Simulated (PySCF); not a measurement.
Species: C₆H₁₁B.
SMILES with atom numbers: `[CH3:1][B:2]([CH3:3])[C@H:4]1[C@@H:5]2[CH2:6][C@H:7]12`

Probes without a nucleus sit at each ring's centroid and 1 Å off its mean plane on both sides; NICS is minus the shielding there, NICSzz its component along the normal. Level: GIAO PBE0/pcSseg-1 (PySCF, non-relativistic, gas phase) on the PBE0-D3(BJ)/def2-SVP geometry, one conformer.

Ring bond lengths (Å), with Mayer bond orders in brackets: C4–C5 1.511 (0.93), C5–C7 1.458 (0.82), C7–C4 1.511 (0.93); C5–C6 1.493 (0.99), C6–C7 1.494 (0.99), C7–C5 1.458 (0.82).

Task: Give the NICS values of each ring in ppm.

Result: 
| ring | type | NICS(0) | NICS(1), two faces | NICS(1)zz, two faces | rms pucker (Å) | centre to ring atoms, mean (Å) |
| --- | --- | --- | --- | --- | --- | --- |
| C4–C5–C7 | 3-membered carbocycle; formal bonds all single | -47.4 | -6.5 / -13.4 | -26.3 / -21.5 | 0.00 | 0.86 |
| C5–C6–C7 | 3-membered carbocycle; formal bonds all single | -47.2 | -7.6 / -13.8 | -22.2 / -22.4 | 0.00 | 0.86 |

Task: What can be read from them?

Result: 
- C4–C5–C7: mean NICS(1)zz -23.9 ppm, shielded. C4, C5, C7 have four or more neighbours, and the NICS criterion for π rings isn't applied. The two faces differ by 4.8 ppm, so no symmetry operation interchanges them. NICS(0) lies 37 ppm below the mean NICS(1).
- C5–C6–C7: mean NICS(1)zz -22.3 ppm, shielded. C5, C6, C7 have four or more neighbours; no verdict on aromaticity is drawn. NICS(0) lies 36 ppm below the mean NICS(1).

Task: What is the mean of the two in-plane components of NICS at the second NICS(1) probe listed for ring C5–C6–C7, 1 Å off the ring?

Result: The isotropic value is a third of the trace: (3 × -13.8 − (-22.4))/2 = -9.5 ppm.

Task: List the ring angles and the Hirshfeld charges of the ring atoms.

Result: 
- C4–C5–C7: C4 57.7° (-0.105 e), C5 61.2° (-0.055 e), C7 61.2° (-0.055 e); sum 180.0° against 180° for a flat convex ring.
- C5–C6–C7: C5 60.8° (-0.055 e), C6 58.4° (-0.076 e), C7 60.8° (-0.055 e); sum 180.0° against 180° for a flat convex ring.

Task: How do the values depend on the level or the medium?

Result: 
```tsv
level	NICS(0), C4–C5–C7	mean NICS(1)zz, C4–C5–C7	NICS(0), C5–C6–C7	mean NICS(1)zz, C5–C6–C7
PBE0/pcSseg-1, gas	-47.4	-23.9	-47.2	-22.3
WP04/pcSseg-1, gas	-45.8	-22.8	-45.4	-21.2
```

The geometry is the same throughout.

Shape of the structure used: `[CH3:1][B:2]([CH3:3])[C@H:4]1[C@@H:5]2[CH2:6][C@H:7]12`: C1–B2–C4–C5 -36°.
